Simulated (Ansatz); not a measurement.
Total energies of B(H2O)Cl3 (BCl3OH2) from Ansatz at r2SCAN-D4/def2-TZVP, gas phase (1 Eh = 27.2114 eV = 2625.5 kJ/mol). The reference geometry is relaxed at r2SCAN-D4/def2-SVP.

| state | geometry | energy (Eh) |
| --- | --- | --- |
| charge 0 singlet | reference | -1481.95223 |
| charge 1 doublet | reference | -1481.57562 |
| free B atom (doublet) | – | -24.63675 |
| free O atom (triplet) | – | -75.05861 |
| free H atom (doublet) | – | -0.49993 |
| free Cl atom (doublet) | – | -460.11688 |

Question: Work out the vertical ionisation energy to the doublet.

Answer: E(charge 1 doublet) − E(charge 0 singlet) = -1481.57562 − (-1481.95223) = 0.37661 Eh = 10.25 eV. For comparison, −ε of the highest occupied level is 7.31 eV at this level, 2.94 eV less.

Question: What is the binding energy per atom against free atoms?

Answer: Atoms: 1 × (-24.63675) + 1 × (-75.05861) + 2 × (-0.49993) + 3 × (-460.11688) = -1481.04586 Eh. Binding: -1481.04586 − (-1481.95223) = 0.90637 Eh = 24.66 eV, or 3.52 eV for each of 7 atoms (no zero-point energy, no counterpoise term).
